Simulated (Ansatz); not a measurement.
Stepwise reaction of `CB[SiH2]BC` with hydrogen sulfide, as a gas-phase model of exchange steps in deposition or etching. ΔE in kJ/mol.

Gas-phase electronic energies from Ansatz, PBE0-D4/def2-TZVP geometries. CCSD(T)/CBS adds triple-zeta CCSD(T) − MP2 to the extrapolated MP2 energy (def2 sets, frozen cores). This one scheme is used for every species. Functionals use def2-TZVPP. B3LYP here is the variant with VWN-RPA as its local correlation; programs differ in this. Each species was taken in one conformer, which may not be the lowest.

| step | reaction | PBE-D4 | B3LYP-D4 | ωB97M-V | CCSD(T)/CBS |
| --- | --- | --- | --- | --- | --- |
| 1 | `CB[SiH2]BC` + H₂S → `CB[SiH2]S` + `BC` | -56.6 | -67.9 | -72.0 | -69.4 |
| 2 | `CB[SiH2]S` + H₂S → `S[SiH2]S` + `BC` | -64.5 | -70.7 | -74.6 | -72.6 |

(1) By hand: ΔE of the 2 steps together at CCSD(T)/CBS.

Results:

(1) (-69.4) + (-72.6) = -142.0 kJ/mol, or -71.0 kJ/mol a step.

In ΔE the steps differ by no more than 3.2 kJ/mol. All are downhill at CCSD(T)/CBS. PBE-D4 differs from CCSD(T)/CBS by 8.1 to 12.8 kJ/mol a step. Isolated molecules leave out the surface, adducts and barriers. Largest T1 diagnostic: 0.013.
